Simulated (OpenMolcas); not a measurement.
# Rh VI: the spin-orbit constant, worked from levels

```yaml
Program: OpenMolcas
Basis: ANO-RCC-VTZP [7s6p4d2f1g]
Scalar_Hamiltonian: DKH2, point nucleus
Active_space: 4 electrons in 5 orbitals (4d)
State_averaging: 2S+1 = 5 even, 5 roots; 2S+1 = 3 even, 45 roots kept (CI in the orbitals of an earlier block); 2S+1 = 1 even, 50 roots kept (CI in the orbitals of an earlier block)
Spin-orbit_coupling: RASSI with atomic mean-field integrals over the reference wave functions, term energies averaged over their components
```

Methods: CASSCF; MS-CASPT2, IPEA 0.25 Eh, imaginary shift 0.1 Eh (closed shells correlated: 4s 4p).

**The spin-orbit constant.** For the Hund term 5D of d4, E(J) = (A/2) J(J+1) + constant and ζ = 2S·A = 4A. From J = 0 to J = 4 the energy changes by 10 A.

| Source | E(4) - E(0) | A | ζ |
| --- | --- | --- | --- |
| CASSCF | 4484.3 | 448.4 | 1794 |
| MS-CASPT2 | 4549.7 | 455.0 | 1820 |

All in cm-1. Both methods take the spin-orbit matrix elements from the reference wave functions, so the second can move ζ only through the term energies and any multistate remixing. Second-order mixing with other terms is absorbed into this ζ.

Term energies are means over components that CASPT2 splits; among the terms shown or strongly mixed into the levels shown the widest spread is 12 cm-1 (4d4 5D, MS-CASPT2). Without dynamic correlation excited terms often stand tens of per cent too high (terms of higher spin than the ground term too low), and those without a measured partner can miss by more than the paired ones (holds for CASSCF). Only configurations of the active space appear.
